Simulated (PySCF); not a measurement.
Point-charge models of `C#CC/P=P/C(=C)C` against its computed dipole.

Coordinates (GFN2-xTB, Å) and charges (e) from the PBE0/pcSseg-1 density (PySCF):

```
atom       x       y       z  Mulliken      IAO  Hirshfeld  ESP-fitted
  C1   4.592  -0.343  -0.046   -0.3537  -0.2510    -0.1253     -0.3926
  C2   3.488  -0.739   0.193   +0.1994  -0.0241    -0.0537     -0.2076
  C3   2.145  -1.186   0.465   -0.4441  -0.4459    -0.1045     +0.4260
  P4   0.885   0.074  -0.161   +0.1032  +0.1208    +0.0696     -0.1056
  P5  -0.801  -0.916   0.404   +0.2460  +0.1320    +0.0426     -0.2879
  C6  -2.086   0.236  -0.166   -0.6358  -0.1561    -0.0429     +0.5870
  C7  -3.350  -0.126   0.056   -0.0445  -0.2867    -0.0850     -0.6437
  C8  -1.735   1.519  -0.848   -0.1579  -0.4275    -0.1250     -0.6235
  H9   5.567  -0.013  -0.246   +0.0404  +0.2008    +0.0905     +0.3053
 H10   1.969  -2.145  -0.031   +0.1947  +0.1820    +0.0549     +0.0080
 H11   2.012  -1.319   1.542   +0.1947  +0.1820    +0.0549     +0.0069
 H12  -3.594  -1.053   0.549   +0.1205  +0.1555    +0.0452     +0.2286
 H13  -4.182   0.491  -0.246   +0.1189  +0.1526    +0.0525     +0.2195
 H14  -2.636   2.068  -1.113   +0.1221  +0.1474    +0.0476     +0.1727
 H15  -1.161   1.322  -1.754   +0.1481  +0.1591    +0.0393     +0.1537
 H16  -1.120   2.140  -0.196   +0.1480  +0.1591    +0.0393     +0.1531
```

Q: What dipole does each set of charges give (1 e·Å = 4.803 D), and what does the density give?

A: The full density gives (-1.36, 0.25, -0.10) D, 1.39 D in size; dipole vectors point from the negative to the positive end.

```csv
scheme,μx,μy,μz,size (D),share of the full size (%),angle to the full dipole (°)
Mulliken,-3.97,-0.38,0.31,4.00,289,18
IAO,-1.30,0.02,0.02,1.30,94,11
Hirshfeld,-1.17,0.02,0.02,1.17,84,11
ESP-fitted,-1.34,0.17,-0.06,1.35,97,3
```

Q: Which set comes closest?

A: Length of the difference vector: ESP-fitted 0.09 D, IAO 0.26 D, Hirshfeld 0.32 D, Mulliken 2.72 D. Closest: ESP-fitted. ESP charges are fitted to the potential around the molecule, whose slowest-falling term is the dipole's. The schemes that divide the density aren't constrained to reproduce the dipole.

Q: What is left for the Hirshfeld atoms' own dipoles?

A: The Hirshfeld atoms' densities add up to the full density, so μ = Σ q r + Σ (atomic dipoles). The atomic dipoles sum to (-1.36, 0.25, -0.10) − (-1.17, 0.02, 0.02) = (-0.19, 0.23, -0.12) D, 0.32 D in size.

Q: With the origin at the mean of the coordinates, (0.000, 0.001, -0.100) Å, which are the largest single terms, by size, of the ESP-fitted dipole along the direction of the full one?

A: C7 -10.06, C1 +8.62, H9 -8.00, C8 -6.07, C6 +5.90 D; all 16 atoms together +1.35 D. The single terms depend on the origin, their sum doesn't.

Q: Give the size of the full dipole in other units.

A: 1.39 D = 0.545 au = 0.288 e·Å = 4.62 × 10⁻³⁰ C·m.

One conformer (not necessarily the lowest) at the GFN2-xTB geometry, without solvent, vibrations or thermal averaging. GFN2-xTB frequencies show an imaginary mode (30i cm⁻¹), so this geometry is no minimum at that level.

Shape of the structure used: `[CH:1]#[C:2][CH2:3]/[P:4]=[P:5]/[C:6](=[CH2:7])[CH3:8]`: C2–C3–P4–P5 180°, P4–P5–C6–C7 180°.
